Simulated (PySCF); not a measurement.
Atoms are numbered as in `[CH3:1][CH2:2][SiH2:3][PH2:4]`. Each H is labelled by its parent atom.

Geometry: GFN2-xTB; GIAO shifts from PySCF 2.14.0 with density-fitted response routines, gas phase, non-relativistic, averaged over equivalent atoms.

At PBE0/pcSseg-1 (127 basis functions, 9.7 s wall time on 1 thread of an Arm Neoverse V1, shared host):
| atoms | δ (ppm) |
| --- | --- |
| C1 | 12.9 |
| C2 | 9.4 |
| Si3 | -43.8 |
| P4 | -308.7 |
| H(Si3) | 4.33 |
| H(C1) | 1.21 |
| H(P4) | 0.97 |
| H(C2) | 0.86 |

Referencing at the same level of theory: ¹³C (σ = 186.93 ppm), ²⁹Si (σ = 349.16 ppm), ¹H (σ = 31.72 ppm) against TMS; ³¹P (σ = 318.38 ppm) vs H3PO4.

Task: Predict the values at revPBE/6-311G** on the same geometry.

Result: 
```
 atoms  δ at revPBE/6-311G**  change
    C1                  13.6    +0.7
    C2                  11.8    +2.4
   Si3                 -45.4    -1.6
    P4                  -9.3  +299.4
H(Si3)                  4.58   +0.25
 H(C1)                  1.27   +0.06
 H(P4)                  1.25   +0.28
 H(C2)                  1.06   +0.20
```

Scale: ¹³C (186.77 ppm), ²⁹Si (341.13 ppm), ¹H (32.14 ppm) against TMS; ³¹P (603.12 ppm) against PH3 (reference shieldings calculated alike).

The largest change is at P4 (phosphorus bonded to Si, 2 H). Cost: 142 basis functions, 17 s wall time on 1 thread of an Arm Neoverse V1, shared host.

Experimental scales use liquid or dissolved standards, which lie at an offset from isolated H3PO4.
